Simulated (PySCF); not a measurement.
Al(H)2(OMe) (CH5AlO), SMILES C[O][AlH2].

Geometry: B3LYP-D3(BJ)/def2-TZVP.

All values below come from CAM-B3LYP/def2-TZVPD in PySCF.

Computed frontier levels, gap, dipole moment and polarisability:
The highest occupied level comes out as -9.52 eV and the lowest empty level is -0.14 eV. The orbital gap is 9.38 eV, the dipole moment comes out as 0.96 D and the quadrupole, principal values (traceless, Buckingham form, about the centre of nuclear charge) comes out as -5.48, 0.55, 4.93 D·Å. The mean static polarisability is 45.7 bohr³ (6.77 Å³) and the polarisability, principal values is 39.0, 44.7, 53.4 bohr³.
